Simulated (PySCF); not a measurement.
Isomers of C5H9ClO.

All values: PBE0/pcSseg-1 (PySCF) at GFN2-xTB geometries, gas phase, one conformer each.

Question: Rank by the lowest IAO charge on any atom, lowest value first.
A. `CC(C)(C)C(=O)Cl` (pivaloyl chloride)
B. `[CH3:1]/[CH:2]=[C:3](/[CH2:4][OH:5])[CH2:6][Cl:7]` with C2–C3–C4–O5 -121°, C3–C4–O5–H 63°, C2–C3–C6–Cl7 -83°
C. `[Cl:1][CH2:2][C@H:3]1[CH2:4][CH2:5][O:6][CH2:7]1` with Cl1–C2–C3–C4 66°, C2–C3–C4–C5 103°, C3–C4–C5–O6 -9°, C4–C5–O6–C7 32°, C5–O6–C7–C3 -41°
D. `[Cl:1][CH2:2][CH2:3][O:4][CH:5]1[CH2:6][CH2:7]1` with Cl1–C2–C3–O4 177°, C2–C3–O4–C5 73°, C3–O4–C5–C6 -166°

Answer: B (-0.550 e), A (-0.416 e), C (-0.400 e), D (-0.380 e).

Question: Rank by dipole moment, lowest first.
A. `[CH3:1][O:2]/[CH:3]=[CH:4]/[C@H:5]([CH3:6])[Cl:7]` with C1–O2–C3–C4 2°, C3–C4–C5–C6 -135°
B. `[CH3:1][O:2]/[CH:3]=[C:4](/[CH3:5])[CH2:6][Cl:7]` with C1–O2–C3–C4 -178°, C3–C4–C6–Cl7 106°
C. `[Cl:1][CH2:2][CH2:3][O:4][CH:5]1[CH2:6][CH2:7]1` with Cl1–C2–C3–O4 177°, C2–C3–O4–C5 73°, C3–O4–C5–C6 -166°
D. `[CH3:1][CH2:2][C@H:3]([CH3:4])[C:5](=[O:6])[Cl:7]` with C1–C2–C3–C4 -175°, C2–C3–C5–O6 -119° (ethylmethylacetylchloride)
E. `[Cl:1][CH2:2][C@H:3]1[CH2:4][CH2:5][O:6][CH2:7]1` with Cl1–C2–C3–C4 66°, C2–C3–C4–C5 103°, C3–C4–C5–O6 -9°, C4–C5–O6–C7 32°, C5–O6–C7–C3 -41°

Answer: E (1.42 D), C (1.90 D), A (2.53 D), D (3.12 D), B (3.45 D).

Question: Rank by the lowest Hirshfeld charge on any atom, highest value first.
A. `[CH3:1][O:2]/[CH:3]=[CH:4]/[C@H:5]([CH3:6])[Cl:7]` with C1–O2–C3–C4 2°, C3–C4–C5–C6 -135°
B. `[CH3:1]/[CH:2]=[C:3](/[CH2:4][OH:5])[CH2:6][Cl:7]` with C2–C3–C4–O5 -121°, C3–C4–O5–H 63°, C2–C3–C6–Cl7 -83°
C. `[CH3:1][CH2:2][C@H:3]([CH3:4])[C:5](=[O:6])[Cl:7]` with C1–C2–C3–C4 -175°, C2–C3–C5–O6 -119°
D. `[Cl:1][CH2:2][C@H:3]1[CH2:4][CH2:5][O:6][CH2:7]1` with Cl1–C2–C3–C4 66°, C2–C3–C4–C5 103°, C3–C4–C5–O6 -9°, C4–C5–O6–C7 32°, C5–O6–C7–C3 -41°
E. `[CH3:1][CH2:2][CH2:3][CH2:4][C:5](=[O:6])[Cl:7]` with C1–C2–C3–C4 180°, C2–C3–C4–C5 180°, C3–C4–C5–O6 0°

Answer: A (-0.125 e), D (-0.155 e), E (-0.191 e), C (-0.201 e), B (-0.227 e).

All values together:

| SMILES | μ (D) | HOMO (eV) | LUMO (eV) | lowest IAO charge (e) | highest IAO charge (e) | lowest Hirshfeld charge (e) | highest Hirshfeld charge (e) |
| --- | --- | --- | --- | --- | --- | --- | --- |
| ClC[C@H]1CCOC1 | 1.42 | -7.48 | 0.80 | -0.400 (O) | +0.163 (H) | -0.155 (O) | +0.049 (H) |
| CC(C)(C)C(=O)Cl | 3.09 | -8.34 | -0.91 | -0.416 (C) | +0.365 (C) | -0.191 (O) | +0.194 (C) |
| ClCCOC1CC1 | 1.90 | -7.33 | 0.91 | -0.380 (O) | +0.164 (H) | -0.132 (O) | +0.053 (H) |
| CCCCC(=O)Cl | 3.13 | -8.53 | -0.93 | -0.416 (C) | +0.377 (C) | -0.191 (O) | +0.193 (C) |
| CO/C=C/[C@H](C)Cl | 2.53 | -6.80 | 0.17 | -0.418 (C) | +0.166 (H) | -0.125 (C) | +0.057 (H) |
| CC[C@H](C)C(=O)Cl | 3.12 | -8.33 | -0.94 | -0.422 (C) | +0.366 (C) | -0.201 (O) | +0.192 (C) |
| C/C=C(/CO)CCl | 3.18 | -7.38 | -0.45 | -0.550 (O) | +0.348 (H) | -0.227 (O) | +0.161 (H) |
| CO/C=C(/C)CCl | 3.45 | -6.42 | 0.07 | -0.420 (C) | +0.176 (H) | -0.122 (C) | +0.057 (H) |

Conformers: `[Cl:1][CH2:2][C@H:3]1[CH2:4][CH2:5][O:6][CH2:7]1` with Cl1–C2–C3–C4 66°, C2–C3–C4–C5 103°, C3–C4–C5–O6 -9°, C4–C5–O6–C7 32°, C5–O6–C7–C3 -41°; `[Cl:1][CH2:2][CH2:3][O:4][CH:5]1[CH2:6][CH2:7]1` with Cl1–C2–C3–O4 177°, C2–C3–O4–C5 73°, C3–O4–C5–C6 -166°; `[CH3:1][CH2:2][CH2:3][CH2:4][C:5](=[O:6])[Cl:7]` with C1–C2–C3–C4 180°, C2–C3–C4–C5 180°, C3–C4–C5–O6 0°; `[CH3:1][O:2]/[CH:3]=[CH:4]/[C@H:5]([CH3:6])[Cl:7]` with C1–O2–C3–C4 2°, C3–C4–C5–C6 -135°; `[CH3:1][CH2:2][C@H:3]([CH3:4])[C:5](=[O:6])[Cl:7]` with C1–C2–C3–C4 -175°, C2–C3–C5–O6 -119°; `[CH3:1]/[CH:2]=[C:3](/[CH2:4][OH:5])[CH2:6][Cl:7]` with C2–C3–C4–O5 -121°, C3–C4–O5–H 63°, C2–C3–C6–Cl7 -83°; `[CH3:1][O:2]/[CH:3]=[C:4](/[CH3:5])[CH2:6][Cl:7]` with C1–O2–C3–C4 -178°, C3–C4–C6–Cl7 106°.
